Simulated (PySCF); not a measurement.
# As (arsenic, neutral) across methods

[Ar] 3d10 4s2 4p2 5s1, 5s spin antiparallel (an excited configuration). All numbers are calculated (PySCF 2.14, a scalar-relativistic core potential, in aug-cc-pwCVDZ-PP with ECP10MDF).

```
 method  E (hartree)  mean ε 4s β (eV)  mean ε 4p α (eV)  mean ε 5s β (eV)  Σ⟨r²⟩ (bohr²)   ⟨S²⟩
wB97M-V    -331.9696           -20.554           -11.956            -2.871          60.75  1.752
    LDA    -331.6498           -17.347            -8.695            -1.654          60.95  1.751
   TPSS    -332.0830           -16.733            -8.821            -1.706          61.74  1.752
   PW91    -332.2823           -16.992            -8.709            -1.747          61.47  1.752
   PBE0    -332.1266           -18.031            -9.929            -2.095          61.64  1.753
    PBE    -332.1622           -16.907            -8.668            -1.735          61.58  1.752
 r2SCAN    -332.0407           -17.027            -9.182            -1.809          61.51  1.755
r2SCAN0    -332.0359           -18.139           -10.291            -2.142          61.49  1.755
    UHF   -330.95052           -20.172           -13.040            -2.689          62.17  1.759
```

Energies and moments cover only the electrons outside the core potential. The outer electron is Rydberg-like, and this basis confines it to a smaller radius and binds it less than a complete one would. With the s spin flipped the determinant is a mixture of two multiplicities, not a spectroscopic state.
